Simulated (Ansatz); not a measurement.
# Counterpoise correction, worked out

The pair of Li⁺ (SMILES [Li+], atom 1) and HCN (SMILES C#N, atoms 2–4), both closed shells, in one local arrangement (a lower one may exist), relaxed at PBE0-D4/def2-TZVP:

```xyz
4
angstrom
Li 0.3048 0.2298 -2.2454
C -0.1045 -0.0788 0.7699
N 0.0494 0.0364 -0.3544
H -0.2496 -0.1874 1.8298
```

Program: Ansatz 0.2.0. Basis: def2-TZVPPD. Cores are frozen in the correlated methods. The outer core shell of Li, Na, Mg and K is correlated.

MP2 total energies in eV:

| system | geometry | basis functions | energy |
| --- | --- | --- | --- |
| pair | pair | all | -2736.90142 |
| Li⁺ | as in the pair | all (partner as ghosts) | -197.73144 |
| HCN | as in the pair | all (partner as ghosts) | -2537.63055 |
| Li⁺ | as in the pair | its own | -197.72650 |
| HCN | as in the pair | its own | -2537.62173 |
| Li⁺ | free (PBE0-D4 minimum) | its own | -197.72650 |
| HCN | free (PBE0-D4 minimum) | its own | -2537.63698 |

Problem. Work out the interaction energy with and without the counterpoise correction, the superposition error, and the binding energy from the relaxed fragments.

Solution. Without correction: -2736.90142 − (-197.72650) − (-2537.62173) = -1.55319 eV.
With correction (each fragment in the whole basis): -2736.90142 − (-197.73144) − (-2537.63055) = -1.53943 eV = -35.50 kcal/mol.
The superposition error is the difference, 0.01376 eV, 1 % of the uncorrected value: each fragment borrows its partner's functions.
Deformation from the free shapes: 0.00000 eV for Li⁺ and 0.01525 eV for HCN.
Binding energy from relaxed fragments: -1.53943 + 0.00000 + 0.01525 = -1.52418 eV = -35.15 kcal/mol (electronic, without zero-point energy; negative means bound). For comparison, the corrected interaction energy by CCSD(T) at an estimated basis limit (MP2 extrapolated from triple and quadruple zeta, plus CCSD(T) − MP2 in triple zeta) is -1.561 eV.

No T1 diagnostic of these runs exceeds 0.015.

For scale, one of the runs: CCSD(T)/def2-TZVPPD, 113 basis functions, launched by `ansatz run in.yaml --threads 2 --pin off --events-out ev --progress --plain --max-ram 5222MiB`. Hardware: 2 CPU threads of an Arm Neoverse V1, shared host. Wall time about 3 s.
